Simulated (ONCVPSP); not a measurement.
**W (Z = 74): variants of one ONCV potential**

Base potential:

* Element: W (Z = 74)
* Generator: ONCVPSP 4.0.1
* Type: optimised norm-conserving Vanderbilt (ONCV)
* Functional: LDA (Perdew-Wang 92)
* Relativity: scalar-relativistic
* Frozen core: [Kr] 4d10 4f14
* Valence charge: 14
* Reference configuration: 5s2 5p6 5d4 6s1 6p1
* Partial waves: 5s+6s: rc 1.95 bohr, ncon 4, nbas 7, qcut 7.7 1/bohr, 2 projectors; 5p+6p: rc 1.65 bohr, ncon 3, nbas 7, qcut 9.7 1/bohr, 2 projectors; 5d: rc 1.85 bohr, ncon 3, nbas 6, qcut 4.6 1/bohr, 3 projectors, debl 1.6 Ha
* Local potential: polynomial inside 1.05 bohr (lpopt 2, dvloc0 0 Ha)
* Core correction: none

All-electron outer shells of the reference configuration (LDA (PZ), scalar-relativistic, ld1.x):

```tsv
shell	level (eV)	outermost node (bohr)	outermost maximum (bohr)
4d	-239.86	0.22	0.45
5s	-80.90	0.53	0.96
5p	-44.99	0.57	1.09
4f	-35.07	–	0.43
6s	-6.98	1.28	2.61
5d	-6.10	0.63	1.49
6p	-2.26	1.53	3.61
```

Cutoffs, loose and tight: the cutoffs (Ha) at which the residual kinetic energy of the hardest occupied pseudo-wave falls to 1 and 0.1 mHa per electron. They do not see the model core or the augmentation charge, which bear on the density cutoff. Test errors are all-electron minus pseudo excitation energies from the reference, over the configurations 5s2 5p6 5d4 6s2 6p0; 5s2 5p6 5d4 6s1 6p0; 5s2 5p6 5d4 6s0 6p0; 5s2 5p6 5d4 6s0 6p1. A dash means not determined; rows that change the core or the reference have their own tests.

| change | outcome | cutoff, loose | cutoff, tight | bound ghosts | GHOST(+) flags above zero | largest test error (meV) |
| --- | --- | --- | --- | --- | --- | --- |
| base | generated | 29 Ha | 40 Ha | none | d | -5.5 |
| core correction Teter function, fcfact 1.5, rcfact 1.8 | generated | 29 Ha | 40 Ha | none | d | -9.3 |
| d: rc 1.65, qcut 5.2, nproj 0; local potential the d channel | generated | 29 Ha | 37 Ha | none | none | -5.6 |
| reference 5s2 5p6 5d4 6s1.5 6p0.5 | generated | 29 Ha | 40 Ha | none | d | -6.1 |
| d: qcut 3.1 | generated | 39 Ha | 74 Ha | none | none | -5.4 |

What comes out with this change to the base: d: qcut 3.6?

outcome: generated; cutoff, loose: 38 Ha; cutoff, tight: 66 Ha; bound ghosts: none; GHOST(+) flags above zero: d; largest test error (meV): -5.4.
